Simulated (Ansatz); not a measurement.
Program: Ansatz 0.2.0.

A structure relaxed at PBE0-D4/def2-TZVP, charge 0, multiplicity 1:

```xyz
6

F    -0.1506   -1.4373    1.3550
Hf    0.0172   -0.4753   -0.2629
F     1.2668   -1.2769   -1.4282
S     0.8566    1.7461    0.2538
Cl   -2.0834   -0.3516   -1.2819
H     0.0934    1.7950    1.3642
```

(1) Give its formula and SMILES.

(2) Summarise the bond lengths by kind.

Answers

(1) ClF2HHfS, `[F][Hf]([F])([SH])[Cl]`.

(2) 2 × F–Hf 1.887 to 1.890 Å; 1 × Hf–S 2.430 Å; 1 × Cl–Hf 2.338 Å; 1 × H–S 1.348 Å.
